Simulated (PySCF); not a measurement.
B(F)(Cl)(Et), C₂H₅BClF, SMILES ClB(CC)F, PBE0/def2-SVP optimised geometry.

```
10

B     -1.20    -0.24     0.00
F     -1.89     0.88     0.00
Cl    -2.12    -1.74     0.00
C      0.36    -0.24     0.00
C      1.03     1.14    -0.02
H      0.69    -0.85    -0.86
H      0.69    -0.83     0.88
H      0.73     1.74     0.85
H      0.74     1.71    -0.92
H      2.12     1.06    -0.01
```

Density from PBE0/def2-TZVP (PySCF) at that geometry.

Minimum of the electron density along straight lines between bonded atoms, close to the bond critical point (lines longer than 1.1 times the sum of covalent radii, or with two minima, are not listed):

| bond | length / Å | ρ at the minimum / e bohr⁻³ | ∇²ρ there / e bohr⁻⁵ | position (fraction from the first atom) |
|---|---|---|---|---|
| B1–F2 | 1.320 | 0.206 | 1.30 | 0.34 |
| B1–Cl3 | 1.764 | 0.148 | -0.03 | 0.30 |
| B1–C4 | 1.562 | 0.200 | -0.42 | 0.33 |
| C4–C5 | 1.524 | 0.243 | -0.60 | 0.50 |
| C4–H6 | 1.106 | 0.265 | -0.86 | 0.64 |
| C4–H7 | 1.106 | 0.264 | -0.86 | 0.64 |
| C5–H8 | 1.101 | 0.272 | -0.91 | 0.64 |
| C5–H9 | 1.101 | 0.272 | -0.91 | 0.64 |
| C5–H10 | 1.100 | 0.273 | -0.92 | 0.64 |
